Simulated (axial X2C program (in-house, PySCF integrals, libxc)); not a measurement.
# ZrO: cheaper levels and CCSD(T), two-component

Calculated with an in-house relativistic program for diatomic molecules. Two-component (2c) means X2C with spin–orbit coupling and atomic mean-field two-electron Coulomb and Gaunt terms. Basis: Zr dyall-cv3z [11s12p9d6f3g], O dyall-av3z [7s6p3d2f] (cores contracted in-house); Gaussian nuclei, density fitting, unrestricted open shells. Masses: Zr 89.905 u, O 15.995 u.

State: Ω = 1 (⟨Sz⟩ = -1.00, ⟨Lz⟩ = 2.00 at HF); fragments Zr + O.

```
level  Re (Å)  ωe (cm⁻¹)
 PBE0   1.713      974.7
   HF   1.709      998.1
 CCSD   1.732      957.5
 TPSS   1.736      930.1
```

Correlated methods: 10 electrons correlated (number of frozen shells: Zr 4 s, 3 p, 1 d; O 1 s), 308 virtual spin orbitals or spinors in MP2, 90 natural virtuals in coupled cluster.

CCSD(T), same Hamiltonian and basis:

Re = 1.746 Å, ωe = 925.6 cm⁻¹; T1 = 0.031 (Lee–Taylor normalisation).

Problem. Give the differences from CCSD(T) in the columns below.

Solution. 

| level | ΔRe (Å) | Δωe (cm⁻¹) |
| --- | --- | --- |
| PBE0 | -0.033 | 49 |
| HF | -0.037 | 72 |
| CCSD | -0.014 | 32 |
| TPSS | -0.010 | 4 |

The state is one determinant whose occupation by symmetry is held fixed; it was picked as the lowest of a PBE0 search that is not exhaustive. De is not given where an atomic determinant may have missed its ground term or J level, or where the truncated virtual space spoils (T). Density functionals use the spin component along the axis (collinear). Coupled cluster ran in a truncated set of natural virtual spinors; the MP2 energy of the rest was added. (T) has no such correction and the atoms are truncated less, which lowers De at CCSD(T) by a hundredth of an eV or more. Other states lie close and PBE0, whose exact exchange favours high spin, may order them wrongly; the determinant shown need not be the ground state. The nearest other 2c determinant of the search, Ω = 3, lies 0.08 eV up at the distance of the search. The functionals have no current-density term, which raises determinants with orbital currents, atoms included. With several unpaired electrons one determinant need not be a pure state. The outer-core s and p shells of the metal are frozen in the correlated rows, which leaves out core–valence correlation; for alkali and alkaline-earth bonds that tends to lengthen them. The determinant is spin-polarised beyond a pure state at some levels (its spin-free form has ⟨S²⟩ too high), which makes Re and μ there less reliable. With the outer-core shells frozen, correlated bond lengths of heavy atoms tend to come out a few hundredths of an ångström too long.
